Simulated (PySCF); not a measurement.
# HNbO₂: breathing scan

Level of theory: PBE0 in PySCF with Nb def2-TZVP with ECP28, O def2-TZVP, H def2-TZVP; scalar-relativistic core potentials, no spin–orbit coupling; density-fitted integrals.

Rigid scan from the singlet minimum (Nb–H 1.791 Å, Nb–O 1.701 Å (×2); H–Nb–O 105.4° (×2), O–Nb–O 106.0°). Coordinate: all bonds to the central atom scaled together. Energies in kJ/mol from the minimum.

```tsv
scale of all bonds to the centre	E (kJ/mol)	dipole size (D)
0.88	363.4	4.87
0.92	144.7	5.23
0.96	32.4	5.54
1.00	0.0	5.82
1.04	26.2	6.06
1.08	94.2	6.27
1.14	247.3	6.54
1.22	500.6	6.82
1.35	934.6	7.16
```

At long bonds a restricted determinant can lie too high, and another spin state can fall below this curve.

Other isomers or separated fragments may lie lower.
